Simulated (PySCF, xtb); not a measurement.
C2HF4, SMILES C(F)([CH]F)(F)F, multiplicity 2.

Harmonic wavenumbers (cm⁻¹) from xtb with GFN2-xTB at its own minimum, in rising order: 33, 167, 209, 371, 388, 494, 500, 604, 824, 970, 1064, 1128, 1151, 1348, 3141.

Problem. What does B3LYP-D3(BJ)/def2-SVP (PySCF) give at its own minimum? (The exact figures need the calculation; the answer reports its results.)

Solution. 76, 213, 325, 421, 487, 558, 609, 682, 874, 1159, 1207, 1235, 1288, 1467, 3215. Paired by order, the mean absolute difference is 95 cm⁻¹ and the zero-point energies are 17.7 and 19.7 kcal/mol.
